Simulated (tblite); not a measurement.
Question: Give a GFN2-xTB geometry of `[C]#Cc1ccc(N)c(F)c1` [radical]. (Doublet state.)

Answer: 
```
atom  x, y, z in Å
C1     4.147    0.283    0.035
C2     2.979    0.082   -0.241
C3     1.572    0.043   -0.111
C4     0.939   -1.089    0.420
C5    -0.433   -1.162    0.477
C6    -1.232   -0.099    0.039
N7    -2.593   -0.161    0.049
C8    -0.571    1.037   -0.459
F9    -1.338    2.079   -0.872
C10    0.794    1.130   -0.529
H11    1.543   -1.913    0.767
H12   -0.915   -2.047    0.864
H13   -3.111    0.684   -0.128
H14   -3.044   -0.882    0.582
H15    1.258    2.025   -0.915
```

Orientation and origin are arbitrary. Atoms count from 1 in this order. C6 (carbon bonded to 2 C and N) is planar (angles 122.2°, 120.7° and 117.1°, sum 360.0°, 0.01 Å off the plane of its three neighbours). The 8 C–C bonds span 1.216 Å (C1≡C2, drawn triple) to 1.414 Å (C2–C3, drawn single), a spread of 0.198 Å. N7 (nitrogen bonded to C and 2 H) has angles 119.0°, 118.3° and 117.8°, sum 355.1°, 0.14 Å off the plane of its three neighbours. C3 (carbon bonded to 3 C) is planar (angles 120.4°, 120.2° and 119.3°, sum 360.0°, 0.01 Å off the plane of its three neighbours).

Bonds between heavy atoms (Å): C1≡C2 1.216, C2–C3 1.414, C3–C4 1.401, C4–C5 1.375, C5–C6 1.401, C6–N7 1.362, C6–C8 1.405, C8–F9 1.358, C8–C10 1.370, C3–C10 1.401.

Computed geometry: GFN2-xTB, gas phase. This method treats the open shell by occupation alone, without spin polarisation.

Point group: C1 (no symmetry element, even within 0.4 Å). Its GFN2-xTB frequencies are all real (lowest 94 cm⁻¹). Torsions: C1–C2–C3–C4 -91°, C5–C6–N7–H 170° and 15°.

One conformer stands for the species.
